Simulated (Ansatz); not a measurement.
Cost and result for the atomization energy of C$_{3}$H$_{6}$BClS (`CB(C=S)CCl`) (12 atoms, 11 bonds).

Cartesian coordinates in Å:
```
C -0.9084 -0.6888 1.0063
B 0.0480 -0.0904 -0.0780
C 0.7543 -1.0111 -1.1021
S -0.1384 -1.1363 -2.4470
C 0.2864 1.4641 -0.1809
Cl 1.7188 1.5684 0.9135
H -1.9177 -0.6994 0.5743
H -0.9533 -0.0595 1.8986
H -0.6760 -1.7145 1.2974
H 1.6828 -1.5713 -0.9785
H -0.4882 2.0961 0.2502
H 0.5917 1.8427 -1.1537
```

Total charge 0; spin multiplicity 1. Geometry: relaxed with PBE0-D4/def2-TZVP. It is one conformer, not always the lowest. Program: Ansatz. All runs use 4 threads of a server CPU on a shared host. Times are those of one run each, without the atoms' runs, and a repeat can differ threefold. Electronic energies, without spin–orbit coupling; frozen cores. CCSD(T)/CBS adds CCSD(T) − MP2 in def2-TZVPP to the MP2 limit, and its time is that of the two runs behind it. T1 = 0.015; the RHF reference is unstable towards UHF. B3LYP takes the VWN-RPA correlation (the form of Gaussian; ORCA's B3LYP/G). HSE06 is the plane-wave form, built on full-range PBE exchange.

CCSD(T)/CBS is a level of theory with its own doubt, some kJ/mol a heavy atom from the limit and from the frozen cores, so smaller differences don't rank the functionals.

| level | functions | wall time |
| --- | --- | --- |
| PBE-D4/def2-TZVPP (with forces) | 292 | 3.7 s |
| PBE0-D4/def2-TZVPP | 292 | 4.8 s |
| HSE06-D4/def2-TZVPP | 292 | 5 s |
| BHLYP-D4/def2-TZVPP | 292 | 5.5 s |
| r2SCAN-D4/def2-TZVPP (with forces) | 292 | 7.5 s |
| B3LYP-D4/def2-TZVPP (with forces) | 292 | 7.5 s |
| PBE-QIDH/def2-TZVPP | 292 | 11 s |
| CCSD(T)/def2-SVP | 122 | 11 s |
| B97M-V/def2-TZVPP | 292 | 13 s |
| ωB97M-V/def2-TZVPP (with forces) | 292 | 19 s |
| MP2/def2-QZVPP | 548 | 40 s |
| CCSD(T)/def2-TZVPP | 292 | 6.1 min |
| CCSD(T)/CBS(def2) | – | 6.8 min |

**Question.** What atomization energy does each give, and how far from CCSD(T)/CBS? (An estimate is asked.)

**Answer.** Computed: 
```
                             level  atomization (kcal/mol)  difference from CCSD(T)/CBS  per bond
   PBE-D4/def2-TZVPP (with forces)                  1123.5                         35.7       3.2
                PBE0-D4/def2-TZVPP                  1104.0                         16.2       1.5
               HSE06-D4/def2-TZVPP                  1104.9                         17.1       1.6
               BHLYP-D4/def2-TZVPP                  1060.8                        -27.0      -2.5
r2SCAN-D4/def2-TZVPP (with forces)                  1100.6                         12.8       1.2
 B3LYP-D4/def2-TZVPP (with forces)                  1091.7                          3.9       0.4
               PBE-QIDH/def2-TZVPP                  1092.1                          4.3       0.4
                  CCSD(T)/def2-SVP                  1037.7                        -50.1      -4.6
                 B97M-V/def2-TZVPP                  1100.5                         12.7       1.2
  ωB97M-V/def2-TZVPP (with forces)                  1097.0                          9.2       0.8
                    MP2/def2-QZVPP                  1098.8                         11.0       1.0
                CCSD(T)/def2-TZVPP                  1061.4                        -26.4      -2.4
                 CCSD(T)/CBS(def2)                  1087.8                          0.0       0.0
```

From PBE to PBE0 (25 % exact exchange), in def2-TZVPP and without D4, the atomization energy moves by −18.5 kcal/mol: exact exchange takes away binding that semilocal exchange gives to molecules. In def2-TZVPP, CCSD(T) changes the Hartree–Fock value by +256.3 kcal/mol (the triples alone add +19.5 kcal/mol) and MP2 by +278.3 kcal/mol; breaking electron pairs costs correlation energy, which Hartree–Fock lacks. The D4 term adds +11.9 kcal/mol with B3LYP and +6.3 kcal/mol with PBE0; it sums over pairs of atoms, weighted by their polarisabilities, and B3LYP, whose exchange is more repulsive, gets the larger term.
